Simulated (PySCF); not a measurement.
PySCF input for C₃H₁₂Si₃, SMILES C=CC([SiH3])([SiH3])[SiH3], SMD-PBE0/def2-SVP. Coordinates come from a PBE-D3(BJ)/def2-SVP optimisation. The structure was generated by enumeration, and PubChem lists no compound with its InChIKey, so it may never have been made. One conformer was computed; it need not be the lowest.

```python
import numpy as np
from pyscf import gto, scf, dft
from pyscf.solvent import smd

mol = gto.M(
    atom='''
    C     2.23239427   -1.33228060   -0.00000002
    C     0.88413004   -1.31283879   -0.00000002
    C    -0.01916163   -0.10214797   -0.00000000
    Si   -1.13952082   -0.18863431    1.54908312
    Si    0.89795149    1.57071332    0.00000002
    Si   -1.13952082   -0.18863428   -1.54908313
    H     2.78070352   -2.28641245   -0.00000003
    H     2.84119848   -0.41304424   -0.00000001
    H     0.36025170   -2.28962933   -0.00000003
    H    -2.15972512    0.91744502    1.52353306
    H    -1.85507688   -1.51383243    1.57080138
    H    -0.30490126   -0.06566759    2.79462141
    H     1.76393881    1.70517452    1.22399247
    H    -0.11953870    2.67822488    0.00000004
    H     1.76393880    1.70517456   -1.22399243
    H    -1.85507688   -1.51383239   -1.57080141
    H    -0.30490127   -0.06566752   -2.79462141
    H    -2.15972513    0.91744506   -1.52353303
    ''',
    basis='def2-SVP',
    charge=0,
    spin=0,
    max_memory=1600,
    verbose=3,
)
mf = dft.RKS(mol, xc='pbe0').density_fit(auxbasis='def2-universal-jkfit')
mf.grids.level = 3
mf.conv_tol = 1e-9
mf.max_cycle = 100
mf.kernel()
res = {}
for name in ['water', 'diethylether', 'tetrahydrofuran']:
    s = mf.SMD()
    s.with_solvent.solvent, s.with_solvent.sasa_ng = name, 194
    s.kernel(mf.make_rdm1())
    res[name] = (s.e_tot, s.with_solvent.get_cds(), s.dip_moment(), s.mo_energy, s.converged)
    print(f'SMD {name}: dG(solv) = {(s.e_tot - mf.e_tot) * 627.509474:.3f} kcal/mol, of which CDS {res[name][1] * 627.509474:.3f}')
```

Program output:

```
converged SCF energy = -989.097479458718
converged SCF energy = -989.089420742646
Dipole moment(X, Y, Z, Debye):  0.22269, -0.56833, -0.00000
SMD water: dG(solv) = 5.057 kcal/mol, of which CDS 6.690
converged SCF energy = -989.099781633168
Dipole moment(X, Y, Z, Debye):  0.25345, -0.51153, -0.00000
SMD diethylether: dG(solv) = -1.445 kcal/mol, of which CDS -0.369
converged SCF energy = -989.098299216148
Dipole moment(X, Y, Z, Debye):  0.24460, -0.53481, -0.00000
SMD tetrahydrofuran: dG(solv) = -0.514 kcal/mol, of which CDS 0.789
```

The calculation finished and met its thresholds.

Cost: about 2.7 core-minutes (a rough figure).
